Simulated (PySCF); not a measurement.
Electron correlation in N+ (nitrogen, charge +1)

[He] 2s1 2p3, high-spin 5S determinant (an excited configuration). Computed with PySCF 2.14 in aug-cc-pVQZ-DK, with scalar relativity by spin-free X2C-1e. Frozen: 1s2; 4 electrons correlated.

MP2 pair energies summed by pair of shells (mhartree):

```
 pair  energy  share (%)
2p-2p  -23.56       79.4
2s-2p   -6.11       20.6
```

Total MP2 correlation energy: -29.67 mhartree.

Same-spin part -29.67 and opposite-spin part 0.00 mhartree; SCS-MP2 scales them by 1/3 and 6/5 to -9.89 mhartree.
